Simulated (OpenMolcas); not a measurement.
Dy2+ with its 6 nearest oxide ions at 2.496 Å, on the Sr site of SrO (a = 5.1602 Å, distance in the model lattice 2.580 Å). The rest of the host is ab initio model potentials to 7.6 Å, with orthogonalisation functions on the cations behind the ligands, and point charges beyond; the distance is set by hand and nothing relaxes. Ligand basis ANO-RCC-VDZP.
```
Dy    0.0000    0.0000    0.0000
O     2.4960    0.0000    0.0000
O     0.0000    2.4960    0.0000
O    -2.4960    0.0000    0.0000
O     0.0000   -2.4960    0.0000
O     0.0000    0.0000    2.4960
O     0.0000    0.0000   -2.4960
```

```json
{
 "Program": "OpenMolcas",
 "Method": "CASSCF",
 "Basis": "ANO-RCC-VDZP [7s6p4d2f1g]",
 "Scalar Hamiltonian": "DKH2, point nucleus",
 "Active space": "10 electrons in 7 orbitals (4f)",
 "State averaging": "2S+1 = 5 even, 35 roots (33 in the spin-orbit step); 2S+1 = 3 even, 106 roots kept (CI in the orbitals of an earlier block); 2S+1 = 1 even, 44 roots kept (CI in the orbitals of an earlier block, 31 in the spin-orbit step)",
 "Spin-orbit coupling": "RASSI with atomic mean-field integrals over the reference wave functions"
}
```

(1) What is the spin-free ground state (labels of O, the rotations of Oh)?

(2) Where is the first state of the same spin?

(3) What are the lowest two levels with spin-orbit coupling?

(4) What is χT at 300 K, and how does it compare with the textbook value?

Answers

(1) 5A2, 1-fold in its orbital part, 100 % from free-ion I terms; it has the highest spin that f10 allows.

(2) 5T2 at 54.9 cm-1 above the ground state.

(3) A 2-fold level E, then a 3-fold level T1 6.6 cm-1 above it. Their leading multiplicities are 5 (95 %) and 5 (95 %).

(4) Hund's rules give f10 the level 5I8 with g = 1.250, so an isolated free-ion multiplet has χT = g² J(J+1) / 8 = 14.062 cm3 K/mol. The computed 13.825 at 300 K differs by -2 %, through the field's splitting, the mixing of terms and any other multiplet in reach.

High states are left out of the spin-orbit mixing, which shifts the levels that they would mix with. Without dynamic correlation the ligand-field splitting of an f shell can come out too small, at times by half. The first state left out of the spin-orbit step lies near 42000 cm-1 above the lowest spin-free state of the reference (among the parities and spins computed), and the lists stop at four fifths of that energy or lower. No measured value stands beside these numbers; the geometry was set by hand and not optimised.
